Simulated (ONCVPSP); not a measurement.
# selenium, ONCV: configuration errors across variants

```json
{
 "Element": "selenium",
 "Generator": "ONCVPSP 4.0.1",
 "Type": "optimised norm-conserving Vanderbilt (ONCV)",
 "Functional": "PBEsol",
 "Relativity": "scalar-relativistic",
 "Frozen core": "[Ar] 3d10",
 "Valence charge": "6",
 "Reference configuration": "4s2 4p4",
 "Partial waves": "4s: rc 1.60 bohr, ncon 3, nbas 6, qcut 4.3 1/bohr, 3 projectors, debl 3.4 Ha; 4p: rc 1.55 bohr, ncon 5, nbas 9, qcut 6.4 1/bohr, 1 projector; d scattering state at 0.02 Ha: rc 1.25 bohr, ncon 3, nbas 8, qcut 7.5 1/bohr, 2 projectors, debl 1.6 Ha",
 "Local potential": "polynomial inside 1.15 bohr (lpopt 5, dvloc0 4 Ha)",
 "Core correction": "Teter function, fcfact 4, rcfact 1.3"
}
```

All-electron excitation energies from the reference (eV): (1) 4s2 4p3 10.850; (2) 4s2 4p2 31.217; (3) 4s2 4p1 62.119; (4) 4s2 4p3.5 4.310.

3 further variants failed, have other tests or too few solved ones, and are left out.

A true bound ghost makes a file unfit for plane-wave use even where its test errors are small: the radial tests pick states by their node count and pass the ghost by.

Errors AE − PS in meV (a dash: test not solved or not reliable):

| change | (1) | (2) | (3) | (4) | bound ghosts | GHOST(+) flags above zero |
| --- | --- | --- | --- | --- | --- | --- |
| base | -1.1 | -8.7 | -46 | -0.4 | d | s |
| all radii but the core radius scaled by about 1.04 (s 1.66, p 1.62, d 1.30 bohr); local potential polynomial inside 1.20 bohr (lpopt 5, dvloc0 4 Ha) | -1.3 | -8.8 | -44 | -0.5 | d | s |
| all radii but the core radius scaled by about 1.21 (s 1.94, p 1.88, d 1.52 bohr); local potential polynomial inside 1.40 bohr (lpopt 5, dvloc0 4 Ha) | -1.3 | -7.1 | -32 | -0.6 | d | none |
| all radii but the core radius scaled by about 1.31 (s 2.10, p 2.04, d 1.64 bohr); local potential polynomial inside 1.50 bohr (lpopt 5, dvloc0 4 Ha) | -1.1 | -5.0 | -21 | -0.5 | d | s |

Question: Give the same row for: all radii but the core radius scaled by about 1.11 (s 1.78, p 1.72, d 1.38 bohr); local potential polynomial inside 1.28 bohr (lpopt 5, dvloc0 4 Ha).

Answer: -1.3, -8.2, -39, -0.5; bound ghosts: d; GHOST(+) flags above zero: s.
